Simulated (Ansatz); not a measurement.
C₃H₅, doublet, geometry from GFN2-xTB. Base run: B3LYP/3-21G (Ansatz, a quantum-chemistry and plane-wave program).

Here is a job for Ansatz.
Ansatz 0.2 input:
```yaml
crystal:
  periodic: [false, false, false]
  atoms:
    - {symbol: C, position_ang: [1.27668310, 0.36852878, -0.15104288]}
    - {symbol: C, position_ang: [0.23219705, -0.25268018, 0.28458034]}
    - {symbol: C, position_ang: [-1.18020056, -0.02266933, -0.17076605]}
    - {symbol: H, position_ang: [2.32916855, 0.38664228, 0.00329610]}
    - {symbol: H, position_ang: [0.30850896, -1.03164961, 1.05737034]}
    - {symbol: H, position_ang: [-1.59392448, -0.94403075, -0.57906005]}
    - {symbol: H, position_ang: [-1.21713451, 0.75111155, -0.93205579]}
    - {symbol: H, position_ang: [-1.79869600, 0.27885092, 0.67382098]}
basis:
  gaussian:
    orbitals: 3-21G.json
hamiltonian:
  xc: b3lyp
magnetization: {spin_polarized: true, initial_magnetization: 1}
```
The basis file holds 3-21G in the JSON format of the Basis Set Exchange.

The bond that is stretched is that between atoms 4 and 1. A test that says stable can miss a lower solution.

The base run was repeated with changes; each row names its change, and settings that it needs were set with it.

| change | ΔE vs base (kcal/mol) | <S^2> | stability test says |
|---|---|---|---|
| base | 0.000 | 0.760 | minimum |
| spin_polarized = on; lower_state_search = off | 0.000 | 0.760 | undecided (no full test) |
| spin_polarized = on; lower_state_search = standard | 0.000 | 0.760 | minimum |
| bond × 1.25 | 16.23 | 0.760 | minimum |
| spin_polarized = on; lower_state_search = off; bond × 1.25 | 16.23 | 0.760 | undecided (no full test) |
| spin_polarized = on; lower_state_search = standard; bond × 1.25 | 16.23 | 0.760 | minimum |
| bond × 1.5 | 44.82 | 0.759 | minimum |
| spin_polarized = on; lower_state_search = off; bond × 1.5 | 44.82 | 0.759 | undecided (no full test) |
| spin_polarized = on; lower_state_search = standard; bond × 1.5 | 44.82 | 0.759 | minimum |
| bond × 1.8 | 72.5 | 0.807 | minimum |
| spin_polarized = on; lower_state_search = off; bond × 1.8 | 72.5 | 0.807 | undecided (no full test) |
| spin_polarized = on; lower_state_search = standard; bond × 1.8 | 72.5 | 0.807 | minimum |
| bond × 2.2 | 87.2 | 0.844 | minimum |
| spin_polarized = on; lower_state_search = off; bond × 2.2 | 87.2 | 0.844 | undecided (no full test) |
| spin_polarized = on; lower_state_search = standard; bond × 2.2 | 87.2 | 0.844 | minimum |
| bond × 3.0 | 91.3 | 0.755 | minimum |
| spin_polarized = on; lower_state_search = off; bond × 3.0 | 91.3 | 0.755 | undecided (no full test) |
| spin_polarized = on; lower_state_search = standard; bond × 3.0 | 91.3 | 0.755 | minimum |

On stretching, the SCF can end on different states; <S^2> shows the spin contamination of each.
